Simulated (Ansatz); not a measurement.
One change: `COB(O)OC` becomes `COB(N)O`.

Ansatz, PBE0-D4/def2-TZVP geometries, multiplicity 1. Each molecule was computed in one conformer, which needn't be the lowest.

| property | `COB(O)OC` |
| --- | --- |
| size of the dipole moment (ωB97M-V/def2-TZVPP) / D | 0.28 |
| HOMO energy (ωB97M-V/def2-TZVPP) / eV | -10.54 |
| HOMO energy (B3LYP/def2-TZVPP) / eV | -7.89 |
| LUMO energy (B3LYP/def2-TZVPP) / eV | 0.56 |
| size of the dipole moment (PBE/def2-TZVPP) / D | 0.25 |
| HOMO–LUMO gap (ωB97M-V/def2-TZVPP) / eV | 12.75 |

Give the same properties after the change, and the shifts. (An estimate is asked.)

Computed: 
| property | `COB(N)O` | shift |
| --- | --- | --- |
| size of the dipole moment (ωB97M-V/def2-TZVPP) / D | 1.87 | 1.59 |
| HOMO energy (ωB97M-V/def2-TZVPP) / eV | -9.99 | 0.55 |
| HOMO energy (B3LYP/def2-TZVPP) / eV | -7.33 | 0.56 |
| LUMO energy (B3LYP/def2-TZVPP) / eV | 0.51 | -0.05 |
| size of the dipole moment (PBE/def2-TZVPP) / D | 1.76 | 1.51 |
| HOMO–LUMO gap (ωB97M-V/def2-TZVPP) / eV | 12.17 | -0.58 |

With PBE0 the HOMO rises by 0.57 eV and the LUMO falls by 0.06 eV, so the gap narrows by about 0.63 eV. PBE moves the HOMO by 0.47 eV and ωB97M-V by 0.55 eV. Dipoles are sizes alone; their direction can turn.

B3LYP here is the variant with VWN-RPA as its local correlation; programs differ in this.
